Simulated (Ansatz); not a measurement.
Computed with Ansatz on PBE0-D4/def2-TZVP structures; ΔE is electronic, products minus reactants. CCSD(T)/CBS adds triple-zeta CCSD(T) − MP2 to the extrapolated MP2 energy (def2 sets, frozen cores). This one scheme is used for every species. For Ga outer-core shells are correlated without core-valence functions, which leaves a few kJ/mol of doubt a bond. Scalar relativity is left out up to krypton. Each species was taken in one conformer, which may not be the lowest.

Reaction (ligand exchange at a Ga–O bond): `C[O][GaH2]` + `NB1CS1` → `[GaH2][NH]B1CS1` + CH₃OH

`C[O][GaH2]`:

Z-matrix (Å, degrees):
```
C
O 1 1.402
H 1 1.099 2 113.2
H 1 1.096 2 110.0 3 120.7
H 1 1.096 2 110.0 3 -120.7
Ga 2 1.782 1 123.8 3 0.0
H 6 1.565 2 115.8 1 -0.0
H 6 1.555 2 113.9 1 180.0
```

`NB1CS1`:

Cartesian coordinates in Å:
```
N -0.215 0.176 -1.483
B 0.228 -0.085 -0.203
C -0.080 -0.040 1.294
S 1.580 -0.710 0.750
H 0.338 -0.011 -2.302
H -1.120 0.569 -1.674
H -0.012 0.887 1.857
H -0.718 -0.785 1.761
```

`[GaH2][NH]B1CS1`:

Cartesian coordinates in Å:
```
Ga 1.243 -1.102 -1.229
N -0.378 -1.003 -0.340
B -0.785 0.072 0.443
C -0.419 1.454 0.992
S -2.080 0.725 1.458
H 2.189 0.122 -1.063
H 1.487 -2.406 -2.051
H -1.021 -1.777 -0.421
H 0.257 1.569 1.835
H -0.494 2.346 0.376
```

CH₃OH:

Cartesian coordinates in Å:
```
C -0.244 0.208 0.155
O 0.901 -0.104 -0.605
H -0.332 1.295 0.169
H -0.164 -0.140 1.193
H -1.162 -0.202 -0.283
H 1.000 -1.057 -0.630
```

```csv
species,MP2/def2-QZVPP energy (Eh)
`C[O][GaH2]`,-2039.91193
`NB1CS1`,-517.67632
`[GaH2][NH]B1CS1`,-2442.02541
CH₃OH,-115.55941
```

(1) Work out ΔE.

Largest T1 diagnostic among the species: 0.015.

Answers

(1) ΔE = (-2442.02541) + (-115.55941) − (-2039.91193) − (-517.67632) = 0.00343 Eh = +9.0 kJ/mol. CCSD(T)/CBS gives +9.1 kJ/mol.

At CCSD(T), def2-SVP lies +8.7 kJ/mol from the extrapolated value and def2-TZVPP +1.3 kJ/mol. In def2-TZVPP, CCSD(T) changes the Hartree–Fock value by −3.5 kJ/mol (the triples alone add −0.2 kJ/mol) and MP2 by −4.3 kJ/mol.
